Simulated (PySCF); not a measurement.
All of these have the formula C7H10. Method used: TDDFT PBE0/def2-SVPD, vertical, gas phase, core orbitals frozen in the response (PySCF 2.14.0, density-fitted response routines). Geometries: GFN2-xTB; one conformer of each isolated species. Triplets are in the Tamm–Dancoff approximation.

A. `C=C=C=CCCC`
B. `C=C/C=C\C=C/C`
C. `CC#CC1CCC1`
D. `C#C/C=C(/C)CC`

Lowest singlet levels (six at most, fewer where fewer were computed) with oscillator strengths:

1. 5.50 eV (f 0.269); 5.61 eV (f 0.096); 5.98 eV (f 0.002); 6.37 eV (f 0.007); 7.00 eV (f 0.007); 7.22 eV (f 0.021); T1 3.40 eV
2. 4.19 eV (f 0.000); 5.26 eV (f 0.557); 5.71 eV (f 0.003); 6.51 eV (f 0.002); 6.97 eV (f 0.005); 7.01 eV (f 0.156); T1 2.70 eV
3. 6.46 eV (f 0.001); 6.59 eV (f 0.002); 6.60 eV (f 0.016); 6.71 eV (f 0.012); 6.72 eV (f 0.001); 7.24 eV (f 0.064); T1 5.38 eV
4. 4.69 eV (f 0.949); 5.68 eV (f 0.040); 6.03 eV (f 0.000); 6.10 eV (f 0.011); 6.41 eV (f 0.006); 6.45 eV (f 0.003); T1 2.48 eV

Problem. Which spectrum belongs to which structure?

Solution. 1 = D, 2 = A, 3 = C, 4 = B.
- A: S1 at 4.19 eV, HOMO-1→LUMO (99%); Löwdin shares by element: HOMO carbon 83% or more (atoms not listed hold the other 17%); LUMO carbon 82% or more (atoms not listed hold the other 18%); HOMO -6.69 and LUMO -1.33 eV.
- B: S1 at 4.69 eV, HOMO→LUMO (97%); Löwdin shares by element: HOMO carbon 67% or more (atoms not listed hold the other 33%); LUMO carbon 66% or more (atoms not listed hold the other 34%); HOMO -6.07 and LUMO -1.26 eV; point group Cs, 1 of its 6 listed states under f = 0.0005.
- C: S1 at 6.46 eV, HOMO→LUMO+2 (53%), HOMO-1→LUMO (12%), HOMO→LUMO+6 (10%); Löwdin shares by element: HOMO (one of a set within 0.03 eV) carbon 83% or more (atoms not listed hold the other 17%); LUMO carbon 44% or more (atoms not listed hold the other 56%); HOMO -7.02 and LUMO 0.74 eV.
- D: S1 at 5.50 eV, HOMO→LUMO (70%), HOMO-1→LUMO (21%); Löwdin shares by element: HOMO carbon 82% or more (atoms not listed hold the other 18%); LUMO carbon 76% or more (atoms not listed hold the other 24%); HOMO -6.60 and LUMO -0.56 eV.
